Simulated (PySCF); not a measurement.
C6H15In. Atoms are numbered in the order given.

```xyz
22

In     0.0691    -0.2279    -0.0015
C      1.8989     0.1418    -1.1466
C      2.2718     1.5987    -1.3914
H      1.7748    -0.3970    -2.1029
H      2.7109    -0.3909    -0.6216
H      2.4280     2.1496    -0.4499
H      1.4873     2.1393    -1.9442
H      3.2033     1.6977    -1.9766
C     -0.4244    -2.2713     0.6139
C     -1.7338    -2.4198     1.3784
H      0.4267    -2.6414     1.2122
H     -0.4265    -2.8926    -0.2988
H     -2.5988    -2.0799     0.7858
H     -1.7391    -1.8267     2.3074
H     -1.9363    -3.4665     1.6667
C     -1.3145     1.3725     0.5690
C     -1.0543     2.7548    -0.0161
H     -1.3017     1.4054     1.6733
H     -2.3265     1.0164     0.3076
H     -1.0908     2.7515    -1.1175
H     -0.0616     3.1420     0.2630
H     -1.7963     3.4986     0.3246
```

The structure is a stationary point at PBE0-D3(BJ)/def2-SVP. The isomer is the one that the SMILES or the coordinates give; other isomers of the formula were not compared. The def2 effective core potentials stand for the cores of In; spin–orbit coupling is left out. The values are those of a single conformer.

Calculation: B3LYP/def2-SVP in PySCF.

ESP charges are fitted to the potential on shells at 1.4 to 2.0 van der Waals radii. Atomic charges (e):

```tsv
atom	Löwdin	ESP fit
In1	0.51	…
C2	-0.22	-0.18
C3	-0.06	0.04
H4	0.03	…
H5	0.03	…
H6	0.02	…
H7	0.02	…
H8	0.02	…
C9	-0.22	-0.22
C10	-0.06	0.04
H11	0.03	…
H12	0.03	…
H13	0.02	…
H14	0.02	…
H15	0.02	…
C16	-0.22	0.04
C17	-0.06	-0.25
H18	0.03	…
H19	0.03	…
H20	0.02	…
H21	0.02	…
H22	0.02	…
```

What belongs in the gaps? (The exact figures need the calculation; the answer reports its results.)


- In1, ESP fit: 0.46
- H4, ESP fit: 0.01
- H5, ESP fit: 0.00
- H6, ESP fit: -0.01
- H7, ESP fit: -0.02
- H8, ESP fit: -0.01
- H11, ESP fit: 0.02
- H12, ESP fit: 0.02
- H13, ESP fit: -0.02
- H14, ESP fit: -0.02
- H15, ESP fit: 0.00
- H18, ESP fit: -0.02
- H19, ESP fit: -0.03
- H20, ESP fit: 0.05
- H21, ESP fit: 0.04
- H22, ESP fit: 0.05
